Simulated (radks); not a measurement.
The numbers below are computed, except where a source is named.
Spherical quantum dot in the effective-mass picture: electrons in a hard-walled sphere of radius 3.16, with a point charge +1 (a donor) at the centre, all in effective atomic units (hartree* = m*/eps^2 hartree, bohr* = eps/m* bohr), one dielectric constant everywhere. Level of theory: non-relativistic Kohn-Sham, LDA (Slater exchange, Perdew-Wang correlation), spin-polarised, spherical densities (a radial shooting solver with Libxc functionals). Levels are named by radial order and angular momentum (1s, 1p, 1d, 2s, ...), and open shells are averaged over m. Results are scaled to m* = 0.03 and eps = 6.7, for which hartree* = 18.19 meV and bohr* = 11.82 nm.

N = 32, configuration 1s2 1p6 1d10 2s(up 1, down 0) 1f(up 7, down 6). This is the lowest configuration that the search found. Occupied and some empty levels:

level,occupation,eigenvalue (meV),<r> (nm)
1s up,1,234.53,24.55
1s down,1,235.04,24.89
1p up,3,239.66,26.24
1p down,3,239.99,26.29
1d up,5,247.82,27.15
1d down,5,248.12,27.16
2s up,1,258.42,14.51
1f up,7,258.92,27.85
1f down,6,259.20,27.85
2s down,0,261.31,14.84
1g up,0,272.74,28.43
1g down,0,273.02,28.43
2p up,0,280.47,18.81
2p down,0,281.72,19.04
2d up,0,300.69,21.02
2d down,0,301.40,21.12

Energy (meV): total 4344.62, kinetic 1183.1, external -279.65, Hartree 3772.8, exchange-correlation -331.63.

Electron density:

r (nm),n(r) (e/nm^3)
2.95,0.0002336
5.73,0.0001449
8.52,0.00009343
11.3,0.00006926
14.1,0.00006870
16.9,0.00009188
19.7,0.0001388
22.5,0.0002027
25.2,0.0002611
28.0,0.0002752
30.8,0.0002113
33.6,0.00009143
36.4,6.581e-06
